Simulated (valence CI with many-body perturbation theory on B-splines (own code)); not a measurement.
# E1 transitions of Hg⁴⁷⁺

Level of theory: relativistic CI+MBPT: five valence electrons over a frozen Dirac-Fock core [Ar] 3d10, radial functions for each j: 11 s, 11 p, 10 d, 8 f, 5 g, 2 h, with the one-electron correlation potential Σ1, the two-electron term Σ2, the three-electron term Σ3, Breit, model QED; selected CI, second order for the rest, scaled by the run's own slope (own B-spline code, finite nucleus).

The last digits are not significant, and no measured levels were compared; by estimate large intervals hold to a few tenths of a per cent, small ones and those within an open d or f shell to about a per cent. Among the levels kept, up to 2000 cm⁻¹ of a level comes from second order outside the variational space, and about a tenth of that is noise between levels of different J, which matters for small intervals.

Lines 101 to 150 of 548 in falling wavelength, among levels below 5563.7 × 10³ cm⁻¹, chosen from the strongest by gf and those to the six lowest levels. Wavelengths and rates use the calculated energies. Electric multipoles are in the length gauge, E1 and E2 with the static RPA response of the core. Weak lines are less certain than strong ones. Lines between different terms over intervals too small for the method are left out, as are lines whose strength nearly cancels. Where a level lies close to another of its J and parity, the split of strength between their lines is uncertain. The highest levels of a list are the least certain.

Levels are named by their leading jj configuration (3d3/2^4 stands for four electrons in 3d with j = 3/2), which in mixed levels can hold well under half, so a name can repeat and another be missing. Letters in brackets count levels of one name in rising energy.

```
λ vac (nm)                               Upper                               Lower   A (s⁻¹)  S (a.u.)
     6.196  (4s 4p1/2^2 4d3/2 4d5/2) J=5/2 [b]  (4s 4p1/2^2 4p3/2 4d3/2) J=5/2 [b]  3.72e+10  2.62e-02
     6.145      (4s 4p1/2^2 4p3/2 4f7/2) J=5/2  (4s 4p1/2^2 4p3/2 4d5/2) J=3/2 [a]  5.17e+10  3.55e-02
     6.098  (4s 4p1/2^2 4p3/2 4f7/2) J=7/2 [b]  (4s 4p1/2^2 4p3/2 4d5/2) J=7/2 [b]  6.90e+10  6.18e-02
     6.061  (4s^2 4p1/2 4p3/2 4d5/2) J=3/2 [a]          (4s^2 4p1/2 4p3/2^2) J=5/2  1.68e+10  7.39e-03
     6.058  (4s 4p1/2^2 4p3/2 4f7/2) J=7/2 [a]  (4s 4p1/2^2 4p3/2 4d5/2) J=5/2 [a]  7.73e+10  6.78e-02
     6.054          (4s^2 4p1/2^2 4f7/2) J=7/2          (4s^2 4p1/2^2 4d5/2) J=5/2  1.34e+11  1.18e-01
     6.019  (4s^2 4p1/2 4d3/2 4d5/2) J=7/2 [a]      (4s^2 4p1/2 4p3/2 4d3/2) J=7/2  5.95e+10  5.13e-02
     6.012  (4s 4p1/2 4p3/2^2 4d5/2) J=3/2 [a]            (4s 4p1/2 4p3/2^3) J=5/2  7.11e+10  3.05e-02
     6.006  (4s 4p1/2^2 4p3/2 4f7/2) J=9/2 [b]  (4s 4p1/2^2 4p3/2 4d5/2) J=7/2 [b]  2.50e+10  2.68e-02
     5.984  (4s^2 4p3/2 4d3/2 4d5/2) J=7/2 [b]          (4s^2 4p3/2^2 4d3/2) J=7/2  5.73e+10  4.84e-02
     5.982  (4s^2 4p1/2 4p3/2 4d5/2) J=5/2 [a]          (4s^2 4p1/2 4p3/2^2) J=5/2  1.18e+11  7.47e-02
     5.981  (4s 4p1/2 4p3/2^2 4d3/2) J=3/2 [b]      (4s^2 4p1/2 4p3/2 4d5/2) J=1/2  1.68e+11  7.10e-02
     5.979      (4s 4p1/2^2 4d3/2 4d5/2) J=1/2  (4s 4p1/2^2 4p3/2 4d3/2) J=1/2 [b]  1.85e+11  3.91e-02
     5.965      (4s 4p1/2^2 4p3/2 4f7/2) J=5/2  (4s 4p1/2^2 4p3/2 4d5/2) J=5/2 [a]  5.63e+10  3.54e-02
     5.963  (4s^2 4p1/2 4p3/2 4f7/2) J=7/2 [a]  (4s^2 4p1/2 4p3/2 4d5/2) J=7/2 [a]  5.81e+10  4.86e-02
     5.943  (4s^2 4p3/2 4d3/2 4d5/2) J=5/2 [b]      (4s^2 4p3/2^2 4d3/2) J=3/2 [a]  5.43e+10  3.38e-02
     5.930  (4s^2 4p1/2 4p3/2 4f7/2) J=5/2 [a]  (4s^2 4p1/2 4p3/2 4d5/2) J=3/2 [a]  1.35e+11  8.31e-02
     5.930          (4s^2 4p1/2 4d5/2^2) J=5/2  (4s^2 4p1/2 4p3/2 4d5/2) J=3/2 [b]  2.79e+11  1.72e-01
     5.922      (4s 4p1/2^2 4p3/2 4f7/2) J=3/2  (4s 4p1/2^2 4p3/2 4d5/2) J=3/2 [a]  1.54e+11  6.34e-02
     5.922  (4s^2 4p1/2 4p3/2 4f7/2) J=7/2 [b]  (4s^2 4p1/2 4p3/2 4d5/2) J=5/2 [a]  1.17e+11  9.62e-02
     5.919  (4s^2 4p1/2 4p3/2 4f7/2) J=9/2 [c]      (4s^2 4p1/2 4p3/2 4d5/2) J=9/2  1.10e+11  1.12e-01
     5.917  (4s^2 4p1/2 4d3/2 4d5/2) J=5/2 [b]  (4s^2 4p1/2 4p3/2 4d3/2) J=3/2 [b]  1.11e+11  6.79e-02
     5.913      (4s^2 4p1/2 4d3/2 4d5/2) J=9/2      (4s^2 4p1/2 4p3/2 4d3/2) J=7/2  1.17e+11  1.19e-01
     5.908  (4s 4p1/2 4p3/2^2 4d5/2) J=5/2 [a]        (4s 4p1/2 4p3/2^3) J=3/2 [a]  4.01e+10  2.45e-02
     5.903  (4s 4p1/2^2 4d3/2 4d5/2) J=5/2 [b]  (4s 4p1/2^2 4p3/2 4d3/2) J=3/2 [b]  1.04e+11  6.32e-02
     5.899  (4s 4p1/2^2 4d3/2 4d5/2) J=3/2 [b]  (4s 4p1/2^2 4p3/2 4d3/2) J=3/2 [b]  1.26e+11  5.09e-02
     5.898  (4s 4p1/2^2 4p3/2 4f7/2) J=9/2 [a]      (4s 4p1/2^2 4p3/2 4d5/2) J=9/2  3.94e+10  3.99e-02
     5.897  (4s^2 4p1/2 4d3/2 4d5/2) J=7/2 [b]  (4s^2 4p1/2 4p3/2 4d3/2) J=5/2 [b]  6.56e+10  5.31e-02
     5.886  (4s^2 4p1/2 4p3/2 4d5/2) J=3/2 [a]          (4s^2 4p1/2 4p3/2^2) J=3/2  1.47e+11  5.92e-02
     5.878          (4s^2 4p1/2 4d5/2^2) J=1/2  (4s^2 4p1/2 4p3/2 4d5/2) J=3/2 [b]  2.18e+11  4.37e-02
     5.874      (4s 4p1/2^2 4d3/2 4d5/2) J=9/2      (4s 4p1/2^2 4p3/2 4d3/2) J=7/2  8.78e+10  8.78e-02
     5.869  (4s^2 4p1/2 4d3/2 4d5/2) J=5/2 [b]  (4s^2 4p1/2 4p3/2 4d3/2) J=5/2 [b]  4.35e+10  2.61e-02
     5.869      (4s^2 4p1/2 4p3/2 4f5/2) J=9/2  (4s^2 4p1/2 4p3/2 4d5/2) J=7/2 [b]  2.24e+11  2.23e-01
     5.868          (4s^2 4p3/2^2 4f5/2) J=9/2          (4s^2 4p3/2^2 4d3/2) J=7/2  8.49e+10  8.47e-02
     5.862  (4s 4p1/2^2 4p3/2 4f5/2) J=5/2 [b]  (4s 4p1/2^2 4p3/2 4d5/2) J=5/2 [a]  1.20e+11  7.15e-02
     5.860  (4s 4p1/2^2 4p3/2 4d5/2) J=5/2 [a]          (4s 4p1/2^2 4p3/2^2) J=5/2  1.97e+11  1.18e-01
     5.857          (4s 4p1/2^2 4d5/2^2) J=5/2  (4s 4p1/2^2 4p3/2 4d5/2) J=7/2 [a]  3.76e+10  2.24e-02
     5.855  (4s 4p1/2 4p3/2^2 4d3/2) J=3/2 [c]      (4s^2 4p1/2 4p3/2 4d5/2) J=1/2  1.36e+11  5.40e-02
     5.852          (4s^2 4p1/2 4d5/2^2) J=5/2  (4s^2 4p1/2 4p3/2 4d5/2) J=7/2 [b]  7.29e+10  4.33e-02
     5.846     (4s^2 4p1/2 4p3/2 4f7/2) J=11/2      (4s^2 4p1/2 4p3/2 4d5/2) J=9/2  2.19e+11  2.59e-01
     5.846  (4s 4p1/2 4p3/2^2 4d3/2) J=5/2 [a]  (4s^2 4p1/2 4p3/2 4d5/2) J=5/2 [a]  7.30e+10  4.32e-02
     5.843  (4s^2 4p1/2 4d3/2 4d5/2) J=7/2 [a]  (4s^2 4p1/2 4p3/2 4d3/2) J=5/2 [a]  1.42e+11  1.12e-01
     5.834  (4s 4p1/2^2 4p3/2 4d3/2) J=3/2 [a]          (4s^2 4p1/2^2 4d5/2) J=5/2  8.35e+08  3.27e-04
     5.834  (4s 4p1/2^2 4d3/2 4d5/2) J=7/2 [a]  (4s 4p1/2^2 4p3/2 4d3/2) J=5/2 [a]  1.56e+11  1.23e-01
     5.833          (4s 4p1/2^2 4d5/2^2) J=5/2  (4s 4p1/2^2 4p3/2 4d5/2) J=3/2 [a]  1.40e+11  8.24e-02
     5.819          (4s^2 4p1/2^2 4d5/2) J=5/2          (4s^2 4p1/2^2 4p3/2) J=3/2  2.73e+11  1.59e-01
     5.816  (4s^2 4p1/2 4p3/2 4f7/2) J=7/2 [c]  (4s^2 4p1/2 4p3/2 4d5/2) J=5/2 [b]  3.86e+11  3.00e-01
     5.815  (4s^2 4p1/2 4d3/2 4d5/2) J=3/2 [b]  (4s^2 4p1/2 4p3/2 4d3/2) J=1/2 [b]  1.60e+11  6.20e-02
     5.814  (4s^2 4p1/2 4d3/2 4d5/2) J=5/2 [a]  (4s^2 4p1/2 4p3/2 4d3/2) J=3/2 [a]  1.15e+11  6.71e-02
     5.811  (4s^2 4p1/2 4p3/2 4d5/2) J=5/2 [a]          (4s^2 4p1/2 4p3/2^2) J=3/2  4.09e+10  2.38e-02
```
